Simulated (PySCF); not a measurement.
**Zn: ionisation energy**

Zn [Ar] 3d10 4s2 (1S) → Zn⁺ [Ar] 3d10 4s1 (2S), as a difference of total energies. Computed with PySCF 2.14 in aug-cc-pVDZ-PP with ECP10MDF (5s5p4d2f, 54 functions), with a scalar-relativistic core potential. Correlated levels: valence: 3s2 3p6 frozen. The calculations carry no spin-orbit coupling.

```
           method  ionisation energy (eV)  error (eV)
              UHF                   7.873      -1.521
             MN15                   9.466      +0.072
             BP86                   9.882      +0.488
    MP2 (valence)                   9.170      -0.224
SCS-MP2 (valence)                   9.181      -0.213
```

Reference: 9.394 eV (measured; NIST Atomic Spectra Database, ionization energies).

Errors of the correlated levels include the incompleteness of this basis and the frozen core.

MP2 underrates the near-degeneracy of ns² with np² in the lower species.
